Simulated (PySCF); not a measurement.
# [PbF3(H2O)]+ at several levels of theory

Computed with PySCF 2.14.0 (density fitting, no spin-orbit coupling) at the geometry relaxed with PBE0:

```xyz
7
[PbF3(H2O)]+ (singlet)
Pb    0.0976   -0.1400    0.1400
F     0.9670    1.4001    1.0366
F    -1.2830   -1.1434    1.1434
F     0.9670   -1.0366   -1.4001
O    -1.2155    1.1636   -1.1636
H    -1.4221    2.0948   -0.9723
H    -1.4221    0.9723   -2.0948
```

```json
{"level": "PBE0", "basis": "Pb def2-SVP with ECP60, F def2-SVP, O def2-SVP, H def2-SVP", "state": "singlet", "HOMO (eV)": "-17.04", "gap (eV)": "5.91", "charge on Pb1 (e)": "1.60", "dipole about the centre of mass (D)": "5.58", "largest force component (eV/Å)": "0.06"}
{"level": "TPSSh", "basis": "the same", "state": "singlet", "HOMO (eV)": "-15.90", "gap (eV)": "4.40", "charge on Pb1 (e)": "1.54", "dipole about the centre of mass (D)": "5.55", "largest force component (eV/Å)": "0.25"}
{"level": "BLYP", "basis": "the same", "state": "singlet", "HOMO (eV)": "-14.73", "gap (eV)": "3.00", "charge on Pb1 (e)": "1.39", "dipole about the centre of mass (D)": "5.56", "largest force component (eV/Å)": "0.78"}
```

Charges are Mulliken's, which hang on the basis. The relaxation used the grid (50, 194), these runs (75, 302) or, all-electron (x2c bases, spin-free X2C Hamiltonian), (99, 590).

Question: What does PBE0 with Pb def2-TZVP with ECP60, F def2-TZVP, O def2-TZVP, H def2-TZVP give here?

Answer: state singlet, HOMO (eV) -17.17, gap (eV) 5.93, charge on Pb1 (e) 1.70, dipole about the centre of mass (D) 5.57, largest force component (eV/Å) 0.68. Time: 11 s on 2 threads of Arm Neoverse V2 (shared host), from free ions and atoms.

In the first row's basis the gap widens with exact exchange: 3.0 eV for BLYP (none); 4.4 to 5.9 eV for TPSSh, PBE0 (a fixed share).
